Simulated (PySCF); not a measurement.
C₂H₅FO₂Si, SMILES O=CC[Si@H](O)F. Atoms are numbered in the order given.

```xyz
11

O      1.3513    -0.9225    -1.3522
C      1.7558    -0.3124    -0.3841
C      0.9986    -0.2153     0.9119
Si    -0.8223     0.2021     0.5883
O     -1.3689    -0.8171    -0.5775
F     -0.8624     1.7529     0.0958
H      2.7352     0.2243    -0.4361
H      1.4856     0.4740     1.6175
H      0.9879    -1.2210     1.3726
H     -1.6689     0.1022     1.7935
H     -0.6518    -1.1018    -1.1744
```

Geometry optimised at B3LYP-D3(BJ)/def2-SVP. The structure was generated by enumeration; whether it is a known compound was not checked. Other conformers were not sampled.

Vertical ionisation energy (IE) and electron affinity (EA) in eV. Rows of orbital energies are one-electron estimates. Where ΔSCF, EOM or ADC give a negative EA the extra electron is unbound and the value depends on the basis.

```tsv
level	IE	EA
−ε(HOMO), −ε(LUMO), HF/def2-TZVP (PySCF)	[?]	[?]
−ε(HOMO), −ε(LUMO), PBE/def2-TZVP (PySCF)	6.51	2.60
```

Q: What belongs in the gaps? (The exact figures need the calculation; the answer reports its results.)

A: 
- −ε(HOMO), −ε(LUMO), HF/def2-TZVP (PySCF), IE: 11.95
- −ε(HOMO), −ε(LUMO), HF/def2-TZVP (PySCF), EA: -2.74
